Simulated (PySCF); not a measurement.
**[La(H2O)5]3+: from a saddle point downhill**

PySCF 2.14.0, RKS PBE, La lcecp-1-SVP with ECP46, O def2-SVP, H def2-SVP; non-relativistic Hamiltonian with scalar-relativistic core potentials where named; density fitting; no spin-orbit coupling. Relaxed within the symmetry of its start, the geometry (C2v) is

```xyz
16

La    0.0419    0.0000    0.0000
O    -0.4197    0.0000    2.4497
H    -0.5233    0.7734    3.0561
H    -0.5233   -0.7734    3.0561
O    -0.4197    0.0000   -2.4497
H    -0.5233   -0.7734   -3.0561
H    -0.5233    0.7734   -3.0561
O     2.5026    0.0000    0.0000
H     3.1201   -0.7738    0.0000
H     3.1201    0.7738    0.0000
O    -0.9866    2.2497    0.0000
H    -0.5516    3.1388    0.0000
H    -1.9515    2.4713    0.0000
O    -0.9866   -2.2497    0.0000
H    -1.9515   -2.4713    0.0000
H    -0.5516   -3.1388    0.0000
```

and its lowest harmonic modes are -181, -99, 35, 41, 58, 63 cm⁻¹ (negative: unstable). It was moved along the lowest mode and relaxed again, within the group C2 that the move left.

**Question.** Where does it end, and how much lower?

**Answer.** In C2, nearly C2v, 0.065 eV lower, after 50 steps:
```xyz
16

La    0.0022    0.0000    0.0000
O    -0.4679   -0.0454    2.4449
H    -0.5522    0.7189    3.0661
H    -0.6389   -0.8263    3.0268
O    -0.4679    0.0454   -2.4449
H    -0.5522   -0.7189   -3.0661
H    -0.6389    0.8263   -3.0268
O     2.4559    0.0000    0.0000
H     3.0701    0.0014    0.7766
H     3.0701   -0.0014   -0.7766
O    -0.9164    2.3032    0.0409
H    -0.4235    3.1615    0.0237
H    -1.8638    2.5866    0.0817
O    -0.9164   -2.3032   -0.0409
H    -1.8638   -2.5866   -0.0817
H    -0.4235   -3.1615   -0.0237
```

**Question.** How do the contacts change?

**Answer.** 
```json
{"contact": "La1–O2 (H2O)", "saddle (Å)": "2.493", "end (Å)": "2.490"}
{"contact": "La1–O5 (H2O)", "saddle (Å)": "2.493", "end (Å)": "2.490"}
{"contact": "La1–O8 (H2O)", "saddle (Å)": "2.461", "end (Å)": "2.454"}
{"contact": "La1–O11 (H2O)", "saddle (Å)": "2.474", "end (Å)": "2.480"}
{"contact": "La1–O14 (H2O)", "saddle (Å)": "2.474", "end (Å)": "2.480"}
```


**Question.** Is the end a minimum?

**Answer.** Yes, as far as the noise of the softest modes lets one tell (those above −25 cm⁻¹ count as noise); lowest modes 31, 53, 61, 62, 63, 73 cm⁻¹.

State: singlet in the valence, with the 4f electrons in the core potential.
